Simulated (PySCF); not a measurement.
ClSi, SMILES [Si]Cl (connectivity only; charge and spin as stated), neutral, multiplicity 2. Atoms are numbered in the order given.

```xyz
2

Si     0.0000     0.0000    -1.1432
Cl     0.0000     0.0000     0.9414
```
Charge 0, spin multiplicity 2.

The structure is a stationary point at B3LYP-D3(BJ)/def2-TZVPD.

All values below come from PySCF with M06-2X/def2-TZVPD.

Mulliken values depend strongly on the basis, most of all with diffuse functions as here. ESP charges are fitted to the potential on shells at 1.4 to 2.0 van der Waals radii. Atomic charges (e):

```json
[
 {"atom": "Si1", "ESP fit": "0.11", "meta-Löwdin": "0.25", "Mulliken": "0.22", "Mulliken spin": "0.96"},
 {"atom": "Cl2", "ESP fit": "-0.11", "meta-Löwdin": "-0.25", "Mulliken": "-0.22", "Mulliken spin": "0.04"}
]
```
